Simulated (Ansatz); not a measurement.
Dissociation curve of CLi (anion, charge -1), lowest singlet found (which spin is the ground state isn't settled by this scan).

RHF/aug-cc-pVDZ (Ansatz, a quantum-chemistry and plane-wave program); RMP2 = MP2 on RHF/aug-cc-pVDZ, frozen core in Ansatz; RCCSD = CCSD on RHF/aug-cc-pVDZ, frozen core (Ansatz); RCCSD(T) = Ansatz with CCSD(T) on RHF/aug-cc-pVDZ, frozen core; RCCSDT = CCSDT on RHF/aug-cc-pVDZ, frozen core (Ansatz); RKS-BLYP = restricted BLYP/aug-cc-pVDZ in Ansatz; RKS-B3LYP = restricted B3LYP/aug-cc-pVDZ (Ansatz); RKS-PBE = restricted PBE/aug-cc-pVDZ in Ansatz; FCI = full CI/aug-cc-pVDZ, frozen core in Ansatz.

All curves are set to zero at 2.14 Å and compared with full CI in the same basis at 2.14, 2.21, 2.32, 2.41, 2.56, 2.76 Å.

**Question.** Order the methods by the spread of their error (largest minus smallest) over these points.

**Answer.** RCCSD has the smallest spread and RMP2 the largest. In order (mEh): RCCSD 1.88, RCCSDT 2.11, RCCSD(T) 2.50, RKS-PBE 4.24, RKS-BLYP 4.39, RHF 4.96, RKS-B3LYP 5.44, RMP2 15.01.

Errors against full CI at some of the points (mEh):

| method | 2.76 Å |
|---|---|
| RCCSD | 1.6 |
| RCCSDT | -0.4 |
| RCCSD(T) | -1.1 |
| RKS-PBE | 4.2 |
| RKS-BLYP | 4.4 |
| RHF | -4.7 |
| RKS-B3LYP | 5.4 |
| RMP2 | 15.0 |

The scan ran from 1.46 to 6.92 Å; beyond the distances shown full CI changes its symmetry label. The restricted form behind RHF, RMP2, RKS-BLYP, RKS-B3LYP, RKS-PBE keeps the bonding electrons paired and can't separate into open-shell fragments. Where the anion isn't bound against loss of the electron, the finite basis alone holds it. The T1 diagnostic of CCSD on the restricted reference of RMP2, RCCSD, RCCSD(T), RCCSDT exceeds 0.045 at 1.61 to 2.76 Å. At the minimum RCCSD, RCCSD(T), RCCSDT lies far from FCI: another state is possible. Also computed but left out beside FCI, since their determinant holds another spin at the minimum (<S²> over 0.7 above the pure value): UHF, UMP2, UCCSD, UCCSD(T), UCCSDT, UCCSDT(Q), UKS-BLYP, UKS-B3LYP, UKS-PBE, UKS-B3LYP/6-31G*, UKS-B3LYP/3-21G, UHF/LANL2DZ, UKS-B3LYP/6-311+G**.
